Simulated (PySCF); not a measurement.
PySCF input file for HSi, SMILES [SiH] (connectivity only; charge and spin as stated), charge +1, multiplicity 1, ADC(3)/aug-cc-pVDZ. Geometry: PBE-D3(BJ)/def2-TZVPD.

```python
import numpy as np
from pyscf import gto, scf, dft, adc

mol = gto.M(
    atom='''
    Si    0.00000000    0.00000000   -0.10220581
    H     0.00000000    0.00000000    1.43088136
    ''',
    basis='aug-cc-pVDZ',
    charge=1,
    spin=0,
    max_memory=1600,
    verbose=4,
)
mf = scf.RHF(mol)
mf.conv_tol = 1e-10
mf.max_cycle = 100
mf.kernel()
res = {}
for kind, nroots in (('ee', 6), ('ip', 6), ('ea', 2)):
    a = adc.ADC(mf).density_fit('aug-cc-pvdz-ri')
    a.method, a.method_type = 'adc(3)', kind
    e, v, p, x = a.kernel(nroots=nroots)
    res[kind] = (e * 27.211386245988, p)
for kind, (e, p) in res.items():
    print(kind, 'energies / eV', np.round(e, 3), 'strengths', np.round(p, 4))
```

Log of the run:

```
PySCF version 2.14.0

[INPUT] verbose = 4
[INPUT] num. atoms = 2
[INPUT] num. electrons = 14
[INPUT] charge = 1
[INPUT] spin (= nelec alpha-beta = 2S) = 0
[INPUT] symmetry False subgroup None
[INPUT] Mole.unit = angstrom
[INPUT] Symbol           X                Y                Z      unit          X                Y                Z       unit  Magmom
[INPUT]  1 Si     0.000000000000   0.000000000000  -0.102205810000 AA    0.000000000000   0.000000000000  -0.193140989239 Bohr   0.0
[INPUT]  2 H      0.000000000000   0.000000000000   1.430881360000 AA    0.000000000000   0.000000000000   2.703973887145 Bohr   0.0

nuclear repulsion = 4.83239381155346
number of shells = 13
number of NR pGTOs = 61
number of NR cGTOs = 36
basis = aug-cc-pVDZ
ecp = {}


[settings echo left out]
init E= -289.134787445583
  HOMO = -0.252973028650936  LUMO = -0.0659801717690735  gap/eV = 5.08833
cycle= 1 E= -289.119726466176  delta_E= 0.0151  |g|= 0.237  |ddm|= 0.942
  HOMO = -0.685927178410514  LUMO = -0.300015299379607  gap/eV = 10.50120
cycle= 2 E= -289.153933540214  delta_E= -0.0342  |g|= 0.0436  |ddm|= 0.474
  HOMO = -0.660836353211788  LUMO = -0.258093587832395  gap/eV = 10.95919
cycle= 3 E= -289.155091103578  delta_E= -0.00116  |g|= 0.00883  |ddm|= 0.12
  HOMO = -0.659626148307209  LUMO = -0.256051664087425  gap/eV = 10.98182
cycle= 4 E= -289.15515219803  delta_E= -6.11e-05  |g|= 0.00142  |ddm|= 0.0328
  HOMO = -0.659853815576767  LUMO = -0.256221722567386  gap/eV = 10.98339
cycle= 5 E= -289.15515385545  delta_E= -1.66e-06  |g|= 0.000146  |ddm|= 0.00514
  HOMO = -0.65988497428113  LUMO = -0.256236679973802  gap/eV = 10.98383
cycle= 6 E= -289.155153877349  delta_E= -2.19e-08  |g|= 2.15e-05  |ddm|= 0.000771
  HOMO = -0.659884394310468  LUMO = -0.256238952356678  gap/eV = 10.98375
cycle= 7 E= -289.155153877796  delta_E= -4.47e-10  |g|= 2.3e-06  |ddm|= 0.000108
  HOMO = -0.659884117026555  LUMO = -0.2562386929288  gap/eV = 10.98375
cycle= 8 E= -289.155153877799  delta_E= -3.52e-12  |g|= 1.88e-07  |ddm|= 1.11e-05
  HOMO = -0.659884085806788  LUMO = -0.256238689778992  gap/eV = 10.98375
Extra cycle  E= -289.1551538778  delta_E= -2.84e-13  |g|= 5.16e-08  |ddm|= 8.63e-07
converged SCF energy = -289.1551538778

******** <class 'pyscf.adc.radc.RADC'> ********
******** ADC Orbital Information ********
Number of Frozen Occupied Orbitals: 0
Number of Frozen Virtual Orbitals: 0
Number of Active Occupied Orbitals: 7
Number of Active Virtual Orbitals: 29
*****************************************
******** <class 'pyscf.df.df.DF'> ********
auxbasis = aug-cc-pvdz-ri
Reference correlation energy (doubles): -0.08305203
MP3 correlation energy of reference state (a.u.) = -0.08305203

******** <class 'pyscf.adc.radc_ee.RADCEE'> ********
max_space = 12
max_cycle = 50
conv_tol = 1e-08

*************************************************************
        ADC calculation summary (singlet states only)
*************************************************************
adc(3) root 0  |  Energy (Eh) =   0.1163903542  |  Energy (eV) =   3.16714286  |  Osc. strength = 0.01718238  |  conv = True
adc(3) root 1  |  Energy (Eh) =   0.1163903542  |  Energy (eV) =   3.16714286  |  Osc. strength = 0.01718238  |  conv = True
adc(3) root 2  |  Energy (Eh) =   0.2540498880  |  Energy (eV) =   6.91304957  |  Osc. strength = 0.00770540  |  conv = True
adc(3) root 3  |  Energy (Eh) =   0.3366020785  |  Energy (eV) =   9.15940909  |  Osc. strength = 0.05803757  |  conv = True
adc(3) root 4  |  Energy (Eh) =   0.3366020785  |  Energy (eV) =   9.15940909  |  Osc. strength = 0.05803757  |  conv = True
adc(3) root 5  |  Energy (Eh) =   0.3622713001  |  Energy (eV) =   9.85790419  |  Osc. strength = 0.68710522  |  conv = True

******** <class 'pyscf.adc.radc.RADC'> ********
******** ADC Orbital Information ********
Number of Frozen Occupied Orbitals: 0
Number of Frozen Virtual Orbitals: 0
Number of Active Occupied Orbitals: 7
Number of Active Virtual Orbitals: 29
*****************************************
******** <class 'pyscf.df.df.DF'> ********
auxbasis = aug-cc-pvdz-ri
Reference correlation energy (doubles): -0.08305203
MP3 correlation energy of reference state (a.u.) = -0.08305203

******** <class 'pyscf.adc.radc_ip.RADCIP'> ********
max_space = 12
max_cycle = 50
conv_tol = 1e-08

*************************************************************
        ADC calculation summary (doublet states only)
*************************************************************
adc(3) root 0  |  Energy (Eh) =   0.6689048964  |  Energy (eV) =  18.20182935  |  Spec. factor = 1.85618376  |  conv = True
adc(3) root 1  |  Energy (Eh) =   0.7761561705  |  Energy (eV) =  21.12028517  |  Spec. factor = 0.00832915  |  conv = True
adc(3) root 2  |  Energy (Eh) =   0.7761561709  |  Energy (eV) =  21.12028518  |  Spec. factor = 0.00832915  |  conv = True
adc(3) root 3  |  Energy (Eh) =   0.8841637361  |  Energy (eV) =  24.05932073  |  Spec. factor = 1.41652445  |  conv = True
adc(3) root 4  |  Energy (Eh) =   1.0113654417  |  Energy (eV) =  27.52065544  |  Spec. factor = 0.00088248  |  conv = True
adc(3) root 5  |  Energy (Eh) =   1.0113654424  |  Energy (eV) =  27.52065546  |  Spec. factor = 0.00088248  |  conv = True

******** <class 'pyscf.adc.radc.RADC'> ********
******** ADC Orbital Information ********
Number of Frozen Occupied Orbitals: 0
Number of Frozen Virtual Orbitals: 0
Number of Active Occupied Orbitals: 7
Number of Active Virtual Orbitals: 29
*****************************************
******** <class 'pyscf.df.df.DF'> ********
auxbasis = aug-cc-pvdz-ri
Reference correlation energy (doubles): -0.08305203
MP3 correlation energy of reference state (a.u.) = -0.08305203

******** <class 'pyscf.adc.radc_ea.RADCEA'> ********
max_space = 12
max_cycle = 50
conv_tol = 1e-08

*************************************************************
        ADC calculation summary (doublet states only)
*************************************************************
adc(3) root 0  |  Energy (Eh) =  -0.2885817168  |  Energy (eV) =  -7.85270850  |  Spec. factor = 1.86196167  |  conv = True
adc(3) root 1  |  Energy (Eh) =  -0.2885817168  |  Energy (eV) =  -7.85270850  |  Spec. factor = 1.86196167  |  conv = True
ee energies / eV [3.167 3.167 6.913 9.159 9.159 9.858] strengths [0.0172 0.0172 0.0077 0.058  0.058  0.6871]
ip energies / eV [18.202 21.12  21.12  24.059 27.521 27.521] strengths [1.8562e+00 8.3000e-03 8.3000e-03 1.4165e+00 9.0000e-04 9.0000e-04]
ea energies / eV [-7.853 -7.853] strengths [1.862 1.862]
```

The run converged.
